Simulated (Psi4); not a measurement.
H5AlGeO2S, singlet, geometry from GFN2-xTB (such geometries of metal compounds can be far from the true shape); PBE/def2-TZVPP in Psi4.

Here is a job for Psi4.
```
memory 2 GB

molecule mol {
0 1
  Ge    1.468580    0.809917   -0.109488
  S     0.540796   -1.183646    0.096043
  Al   -1.552836   -0.513409    0.084210
  O    -2.781967   -1.587912    0.212344
  O    -1.623015    1.135029   -0.065806
  H     1.107897    1.501328   -1.393013
  H     1.165864    1.725391    1.041966
  H     2.947035    0.525883   -0.118548
  H    -3.309332   -2.367035    0.296593
  H    -2.132028    1.932807   -0.127099
}

set basis def2-tzvpp
set reference rks

energy('pbe')
print_variables()
```

The log (banner, timings and long lists left out):

```
   => Loading Basis Set <=

    Name: DEF2-TZVPP
    Role: ORBITAL
    Keyword: BASIS

         ---------------------------------------------------------
                                   SCF
               by Justin Turney, Rob Parrish, Andy Simmonett
                          and Daniel G. A. Smith
                              RKS Reference
         ---------------------------------------------------------

  ==> Geometry <==

    Molecular point group: c1
    Full point group: C1

    Geometry (in Angstrom), charge = 0, multiplicity = 1:

       Center              X                  Y                   Z               Mass
    ------------   -----------------  -----------------  -----------------  -----------------
         GE           1.390465027267     0.784759489782    -0.105313522069    73.921177761000
         S            0.462681027267    -1.208803510218     0.100217477931    31.972071174400
         AL          -1.630950972733    -0.538566510218     0.088384477931    26.981538530000
         O           -2.860081972733    -1.613069510218     0.216518477931    15.994914619570
         O           -1.701129972733     1.109871489782    -0.061631522069    15.994914619570
         H            1.029782027267     1.476170489782    -1.388838522069     1.007825032230
         H            1.087749027267     1.700233489782     1.046140477931     1.007825032230
         H            2.868920027267     0.500725489782    -0.114373522069     1.007825032230
         H           -3.387446972733    -2.392192510218     0.300767477931     1.007825032230
         H           -2.210142972733     1.907649489782    -0.122924522069     1.007825032230

  Running in c1 symmetry.

  Rotational constants: A =      0.14296  B =      0.03424  C =      0.02790 [cm^-1]
  Rotational constants: A =   4285.84318  B =   1026.53338  C =    836.43644 [MHz]
  Nuclear repulsion =  513.393157644502594

  Charge       = 0
  Multiplicity = 1
  Electrons    = 82
  Nalpha       = 41
  Nbeta        = 41

  ==> Algorithm <==

  SCF Algorithm Type is DF.
  DIIS enabled.
  MOM disabled.
  Fractional occupation disabled.
  Guess Type is SAD.
  Energy threshold   = 1.00e-06
  Density threshold  = 1.00e-06
  Integral threshold = 1.00e-12

  ==> Primary Basis <==

  Basis Set: DEF2-TZVPP
    Blend: DEF2-TZVPP
    Number of shells: 96
    Number of basis functions: 264
    Number of Cartesian functions: 298
    Spherical Harmonics?: true
    Max angular momentum: 3

  ==> DFT Potential <==

[...]
   @DF-RKS iter   7: -2870.55274713465860   -6.09322e-02   1.47267e-04 DIIS/ADIIS
   @DF-RKS iter   8: -2870.55312925528642   -3.82121e-04   1.11578e-04 DIIS/ADIIS
   @DF-RKS iter   9: -2870.55345451499124   -3.25260e-04   1.82985e-05 DIIS
   @DF-RKS iter  10: -2870.55346359772693   -9.08274e-06   5.38431e-06 DIIS
   @DF-RKS iter  11: -2870.55346436196032   -7.64233e-07   2.04000e-06 DIIS
   @DF-RKS iter  12: -2870.55346454767414   -1.85714e-07   3.72281e-07 DIIS
  Energy and wave function converged.

  ==> Post-Iterations <==

   Electrons on quadrature grid:
      Ntotal   =   81.9999559906 ; deviation = -4.401e-05

    Orbital Energies [Eh]
    ---------------------

    Doubly Occupied:

[...]
    Virtual:

[...]
     264A     43.517232

    Final Occupation by Irrep:
              A
    DOCC [    41 ]
    NA   [    41 ]
    NB   [    41 ]

  @DF-RKS Final Energy: -2870.55346454767414

   => Energetics <=

    Nuclear Repulsion Energy =            513.3931576445025939
    One-Electron Energy =               -5018.0515652582744224
    Two-Electron Energy =                1775.9351941204463401
    DFT Exchange-Correlation Energy =    -141.8302510543489632
    Empirical Dispersion Energy =           0.0000000000000000
    VV10 Nonlocal Energy =                  0.0000000000000000
    Total Energy =                      -2870.5534645476741389

Computation Completed

Properties will be evaluated at   0.000000,   0.000000,   0.000000 [a0]

Properties computed using the SCF density matrix

 Multipole Moments:

 ------------------------------------------------------------------------------------
     Multipole            Electronic (a.u.)      Nuclear  (a.u.)        Total (a.u.)
 ------------------------------------------------------------------------------------

 L = 1.  Multiply by 2.5417464519 to convert [e a0] to [Debye]
 Dipole X            :         11.1002408          -12.1044891           -1.0042483
 Dipole Y            :          4.1921969           -3.8983441            0.2938529
 Dipole Z            :         -0.6500077            0.6468763           -0.0031314
 Magnitude           :                                                    1.0463623

 ------------------------------------------------------------------------------------

  Variable Map:
  ----------------------------------------------------------------------------
[...]
  Array Variable Map:
  ----------------------------------------------------------------------------
[...]
[...]
```
